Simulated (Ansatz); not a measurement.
`C[SiH2]OCF` → `CC[SiH](O)F`  (isomerisation)

Calculated with Ansatz (gas phase, PBE0-D4/def2-TZVP geometries, no zero-point term in ΔE). CCSD(T)/CBS adds triple-zeta CCSD(T) − MP2 to the extrapolated MP2 energy (def2 sets, frozen cores). DFT in def2-TZVPP. One conformer a species, not always the lowest.

Question: Is it downhill or uphill in electronic energy at CCSD(T)/CBS, and by how much? (Estimate.)

Answer: Ansatz gave: Downhill: ΔE = -251.5 kJ/mol.

Question: What do these levels give: BLYP-D4, r2SCANh-D4, CAM-B3LYP-D4, r2SCAN, PBE0, LC-ωPBE, CCSD/def2-SVP, SCS-MP2/def2-TZVPP, CCSD(T)/def2-TZVPP, MP2/def2-QZVPP, SCS-MP2/def2-QZVPP, HF/CBS(def2)? (An estimate is asked.)

Answer: The calculation gave: BLYP-D4 -229.5, r2SCANh-D4 -241.6, CAM-B3LYP-D4 -236.6, r2SCAN -239.5, PBE0 -235.8, LC-ωPBE -240.0, CCSD/def2-SVP -215.2, SCS-MP2/def2-TZVPP -248.9, CCSD(T)/def2-TZVPP -244.5, MP2/def2-QZVPP -262.0, SCS-MP2/def2-QZVPP -253.9, HF/CBS(def2) -237.2 kJ/mol.

Question: What do rigid-rotor, harmonic-oscillator terms from PBE0-D4/def2-TZVP frequencies (298.15 K, 1 bar) make of the CCSD(T)/CBS value? (Best estimate.)

Answer: Ansatz gave: ΔZPE = +5.5 kJ/mol, ΔH = -245.7 kJ/mol, ΔS = -4 J/(mol·K), ΔG = -244.4 kJ/mol.

Largest T1 diagnostic among the species: 0.011.

In def2-TZVPP, CCSD(T) changes the Hartree–Fock value by −9.5 kJ/mol (the triples alone add +1.0 kJ/mol) and MP2 by −22.3 kJ/mol. From r2SCAN to r2SCAN0 (25 % exact exchange), in def2-TZVPP and without D4, ΔE moves by −4.5 kJ/mol.
